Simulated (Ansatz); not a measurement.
Ansatz (an electronic-structure program) input (MP2/6-31G* with LANL2DZ past Ar): The .json file joins the Basis Set Exchange's 6-31G* for atoms up to Ar and LANL2DZ past it.

Ansatz 0.2 input:
```yaml
crystal:
  periodic: [false, false, false]
  atoms:
    - {symbol: La, position_ang: [0.23714265, 0.15670116, 0.03991453]}
    - {symbol: F, position_ang: [-1.29457714, 0.64011785, -1.35774548]}
    - {symbol: F, position_ang: [-0.20732629, -1.63255851, 1.10495345]}
basis:
  gaussian:
    orbitals: 6-31Gs+LANL2DZ.json
magnetization: {spin_polarized: true, initial_magnetization: 1}
correlation: {method: mp2, electrons: outside_noble_gas}
relax: {f_tol: 0.003, max_steps: 120}
```

Question: Predict the final energy.

Answer: -230.22543 Eh.
